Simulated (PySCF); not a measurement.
C5H7NO2.
Z-matrix (Å and degrees, PBE0-D3(BJ)/def2-SVP geometry), rows numbered from 1:
```
C 
C   1  1.3285
O   2  1.3710  1  120.46
C   3  1.3510  2  118.48  1  -179.65
O   4  1.1999  3  123.93  2     0.60
C   4  1.5028  3  110.55  2  -178.28
C   6  1.4984  4  113.02  3  -166.05
N   7  1.2660  6  120.69  4   144.08
H   1  1.0920  2  121.38  3     0.07
H   1  1.0902  2  119.57  3  -179.98
H   2  1.0925  1  125.21  3  -179.97
H   6  1.1065  4  106.59  3    73.82
H   6  1.0992  4  110.89  3   -41.13
H   7  1.1057  6  114.91  4   -36.16
H   8  1.0243  7  110.09  6   178.77
```

Computed, not measured: PBE0-D3(BJ)/def2-SVP geometry optimisation, gas phase in PySCF.

Take the most abundant isotopes and a rigid rotor. The values belong to one conformer with, in the numbering `[H]/[N:8]=[CH:7]/[CH2:6][C:4]([O:3][CH:2]=[CH2:1])=[O:5]`, C1–C2–O3–C4 180°, C2–O3–C4–O5 1°, O3–C4–C6–C7 -166°, C4–C6–C7–N8 144°.

(1) Give the principal moments of inertia and the rotational constants in GHz.

(2) What kind of rotor is it?

(3) What does the inertial defect say?

(4) Where do the levels up to J = 2 lie, in cm⁻¹?

(5) Which types of transition are allowed, and where do some lines up to J = 2 fall?

## Answers

(1) Ia = 66.90, Ib = 561.35, Ic = 613.63 u·Å²; 505379 MHz·u·Å²/I gives 7554, 900.3 and 823.6 MHz, that is A = 7.5544, B = 0.9003, C = 0.8236 GHz.

(2) A near-prolate asymmetric top. Ray's parameter κ = (2B − A − C)/(A − C) = -0.977; −1 is the prolate and +1 the oblate limit.

(3) Not planar: Δ = Ic − Ia − Ib = -14.62 u·Å². For a rigid frame Δ = −2 Σ m c², so Σ m c² = 7.31 u·Å² lies off the ab plane: 2.65 from hydrogen and 4.66 from heavier atoms. The atom farthest from that plane is 1.44 Å away.

(4) Above 0(0,0):
J = 1: 1(0,1) 0.0575, 1(1,1) 0.2795, 1(1,0) 0.2820
J = 2: 2(0,2) 0.1725, 2(1,2) 0.3919, 2(1,1) 0.3996, 2(2,1) 1.0655, 2(2,0) 1.0655
The levels of one J sum to (2J + 1)J(J + 1)(A + B + C)/3.

(5) The dipole components are |μa| = 0.56 D, |μb| = 0.08 D, |μc| = 0.92 D. Intensities carry the squares of the components, which stand as 0.37 : 0.01 : 1.00 (a : b : c). Some lines, for components of 0.1 D or more:

| type | branch | J(Ka,Kc) | MHz | lower level (cm⁻¹) |
| --- | --- | --- | --- | --- |
| a | R | 1(0,1) ← 0(0,0) | 1724 | 0.000 |
| a | R | 2(1,2) ← 1(1,1) | 3371 | 0.279 |
| a | R | 2(0,2) ← 1(0,1) | 3447 | 0.058 |
| a | R | 2(1,1) ← 1(1,0) | 3524 | 0.282 |
| c | Q | 2(1,2) ← 2(0,2) | 6578 | 0.172 |
| c | Q | 1(1,1) ← 1(0,1) | 6654 | 0.058 |
| c | R | 1(1,0) ← 0(0,0) | 8455 | 0.000 |
| c | R | 2(1,1) ← 1(0,1) | 10255 | 0.058 |
| c | Q | 2(2,1) ← 2(1,1) | 19962 | 0.400 |
| c | R | 2(2,0) ← 1(1,0) | 23488 | 0.282 |
| c | R | 2(2,1) ← 1(1,1) | 23564 | 0.279 |

Not checked by PBE0-D3(BJ)/def2-SVP frequencies. Zero-point vibration and centrifugal distortion are left out. Quadrupole hyperfine structure (14N) is left out.
